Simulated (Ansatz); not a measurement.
Total energies of C2H5ClOSn.

Cartesian coordinates in Å:
```
C -1.2201 1.6683 0.1420
Sn -0.7910 0.0293 -1.2437
O 0.8494 -0.8975 0.4505
C 1.1956 -2.0341 0.3750
Cl 2.3509 -2.7317 1.4477
H -0.3319 1.9119 0.7278
H -2.0462 1.4262 0.8114
H -1.4901 2.5548 -0.4401
H 0.6557 0.8255 -1.9033
H 0.8276 -2.7526 -0.3674
```

The species carries charge 0 and has multiplicity 1. Correlated methods include outer-core shells of Sn, which these sets cover unevenly. Sn takes the def2 core potential. The bonds changed during the relaxation, so this is another structure than the one it started from. Geometry: relaxed with PBE0-D4/def2-TZVP. Basis def2-TZVPP, the Gaussian-basis code of Ansatz.

RPA on PBE orbitals: Hartree–Fock energy of these orbitals -826.32947 Eh, correlation -1.68784 Eh (frozen core).

```csv
functional,energy without D4 (Eh),D4 term (kJ/mol)
LDA (SPW92),-825.88530,–
BLYP,-828.89463,-47.8
```

Give the same for PBE, revPBE, r2SCAN, B97M-V, PBE0, B3LYP, r2SCANh, r2SCAN0, HSE06 (plane-wave form), BHLYP, CAM-B3LYP, LC-ωPBE, ωB97X-V, ωB97M-V, B2PLYP, PBE-QIDH. (An estimate is asked.)

The calculation gave: 
```csv
functional,energy without D4 (Eh),D4 term (kJ/mol)
PBE,-828.61896,-22.0
revPBE,-828.91349,-62.7
r2SCAN,-828.95652,-5.4
B97M-V,-828.85185,–
PBE0,-828.66582,-18.8
B3LYP,-829.08824,-35.8
r2SCANh,-828.93290,-5.9
r2SCAN0,-828.89907,-6.5
HSE06 (plane-wave form),-828.64849,-17.7
BHLYP,-828.82779,-29.0
CAM-B3LYP,-828.91778,-19.4
LC-ωPBE,-828.79298,–
ωB97X-V,-828.85152,–
ωB97M-V,-828.85546,–
B2PLYP,-828.53199,–
PBE-QIDH,-828.35857,–
```

B3LYP takes the VWN-RPA correlation (the form of Gaussian; ORCA's B3LYP/G). HSE06 is the plane-wave form, built on full-range PBE exchange. The double hybrids freeze the cores in their second-order part.

LC-ωPBE has ω = 0.4 bohr⁻¹.
